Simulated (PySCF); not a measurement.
**Zr (zirconium, neutral) across methods**

[Kr] 4d2 5s1 5p1, one real determinant (an excited configuration). Computed with PySCF 2.14 in def2-QZVPPD with the def2 core potential (28 electrons) (7s5p4d3f2g, 81 functions), with scalar relativity through the core potential.

```csv
method,E (hartree),mean ε 5s α (eV),mean ε 4d α (eV),mean ε 5p α (eV),Σ⟨r²⟩ (bohr²),⟨S²⟩
PBE,-46.8290,-5.613,-5.376,-2.401,69.49,6.001
LDA,-46.6833,-5.796,-5.298,-2.429,69.43,6.000
B3LYP,-46.8406,-6.109,-6.281,-2.746,69.73,6.001
PBE0,-46.8181,-6.318,-6.597,-2.986,69.16,6.001
M06,-46.7522,-5.992,-6.217,-2.755,69.36,6.001
HSE06,-46.8183,-5.948,-6.198,-2.621,69.39,6.001
r2SCAN,-46.8510,-5.793,-5.665,-2.470,68.87,6.002
```

**Question.** Estimate the same row for UHF.

**Answer.** E (hartree) = -46.41495; mean ε 5s α (eV) = -8.120; mean ε 4d α (eV) = -9.847; mean ε 5p α (eV) = -4.569; Σ⟨r²⟩ (bohr²) = 70.47; ⟨S²⟩ = 6.005.

⟨L²⟩ = 13.88 against 20 for a pure G term, so this real determinant mixes terms. Energies and moments cover only the electrons outside the core potential.
